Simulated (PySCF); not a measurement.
F4Zr, triplet, geometry from GFN2-xTB (such geometries of metal compounds can be far from the true shape) (the multiplicity is a formal guess) (core potentials on Zr); PBE/def2-SVP (PySCF).

PySCF was given this input:
```python
from pyscf import gto, scf, dft

mol = gto.M(
    atom='''
Zr    0.000000   -0.000000   -0.000000
F     1.321673    0.546186   -1.300378
F     1.154487   -0.894620    1.266072
F    -1.370859   -0.649760   -1.197782
F    -1.105301    0.998193    1.232089
''',
    basis='def2-svp',
    ecp={'Zr': 'def2-svp'},
    charge=0,
    spin=2,
    verbose=3,
)

mf = dft.UKS(mol)
mf.xc = 'pbe'
mf.kernel()
```

Output, abridged:

```
SCF not converged.
SCF energy = -445.854993452714 after 50 cycles  <S^2> = 2.0023858  2S+1 = 3.0015901
```

Convergence was not reached.
